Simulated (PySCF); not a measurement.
**Basis and Hamiltonian dependence of the excitation energy of F²⁺**

F²⁺ [He] 2s2 2p3 (4S) → F²⁺ [He] 2s1 2p3 3s1 (6S). All values are computed (PySCF 2.14, energy differences of UHF-based or UKS calculations, no spin-orbit coupling). Values in eV.

```json
{"basis": "aug-cc-pVDZ", "Hamiltonian": "non-relativistic", "functions": "23", "UHF": "46.442", "LDA": "48.811", "PBE0": "48.661", "MP2 (valence)": "47.818", "CCSD(T) (valence)": "48.130", "CCSD(T) (valence and next inner shell)": "n/a"}
{"basis": "ANO-RCC-VTZP", "Hamiltonian": "spin-free X2C", "functions": "30", "UHF": "48.043", "LDA": "50.046", "PBE0": "49.990", "MP2 (valence)": "49.748", "CCSD(T) (valence)": "50.025", "CCSD(T) (valence and next inner shell)": "50.026"}
{"basis": "aug-cc-pVTZ-DK", "Hamiltonian": "spin-free X2C", "functions": "46", "UHF": "46.467", "LDA": "48.705", "PBE0": "48.579", "MP2 (valence)": "48.265", "CCSD(T) (valence)": "n/a", "CCSD(T) (valence and next inner shell)": "n/a"}
{"basis": "aug-cc-pwCVTZ", "Hamiltonian": "non-relativistic", "functions": "59", "UHF": "46.200", "LDA": "48.480", "PBE0": "48.334", "MP2 (valence)": "48.073", "CCSD(T) (valence)": "48.332", "CCSD(T) (valence and next inner shell)": "48.348"}
{"basis": "aug-cc-pVTZ with one added diffuse shell each of s, p, d, f type", "Hamiltonian": "non-relativistic", "functions": "62", "UHF": "46.375", "LDA": "48.607", "PBE0": "48.482", "MP2 (valence)": "48.173", "CCSD(T) (valence)": "48.440", "CCSD(T) (valence and next inner shell)": "n/a"}
{"basis": "def2-QZVPPD", "Hamiltonian": "non-relativistic", "functions": "66", "UHF": "46.113", "LDA": "48.384", "PBE0": "48.239", "MP2 (valence)": "48.063", "CCSD(T) (valence)": "48.309", "CCSD(T) (valence and next inner shell)": "48.310"}
{"basis": "x2c-QZVPPall with one added diffuse shell each of s, p, d, f type", "Hamiltonian": "spin-free X2C", "functions": "73", "UHF": "46.175", "LDA": "48.443", "PBE0": "48.301", "MP2 (valence)": "48.126", "CCSD(T) (valence)": "48.372", "CCSD(T) (valence and next inner shell)": "48.373"}
{"basis": "dyall-acv3z", "Hamiltonian": "spin-free X2C", "functions": "76", "UHF": "46.168", "LDA": "48.461", "PBE0": "48.302", "MP2 (valence)": "48.054", "CCSD(T) (valence)": "48.316", "CCSD(T) (valence and next inner shell)": "48.344"}
{"basis": "dyall-acv3z", "Hamiltonian": "non-relativistic", "functions": "76", "UHF": "46.093", "LDA": "48.387", "PBE0": "48.226", "MP2 (valence)": "47.979", "CCSD(T) (valence)": "48.240", "CCSD(T) (valence and next inner shell)": "48.268"}
{"basis": "aug-cc-pVQZ-DK", "Hamiltonian": "spin-free X2C", "functions": "80", "UHF": "46.207", "LDA": "48.492", "PBE0": "48.339", "MP2 (valence)": "48.182", "CCSD(T) (valence)": "48.425", "CCSD(T) (valence and next inner shell)": "n/a"}
{"basis": "aug-cc-pwCVQZ", "Hamiltonian": "non-relativistic", "functions": "109", "UHF": "46.130", "LDA": "48.417", "PBE0": "48.261", "MP2 (valence)": "48.142", "CCSD(T) (valence)": "n/a", "CCSD(T) (valence and next inner shell)": "n/a"}
{"basis": "aug-cc-pV5Z", "Hamiltonian": "non-relativistic", "functions": "127", "UHF": "46.091", "LDA": "48.385", "PBE0": "48.225", "MP2 (valence)": "48.142", "CCSD(T) (valence)": "n/a", "CCSD(T) (valence and next inner shell)": "n/a"}
```

Frozen in the all-electron rows: valence: 1s2; valence and next inner shell: nothing.

At UHF, aug-cc-pVDZ, ANO-RCC-VTZP lie more than 0.3 eV from the median of the rows with comparable relativity. Of these, ANO-RCC-VTZP has no diffuse functions of the l that the added or promoted electron needs.
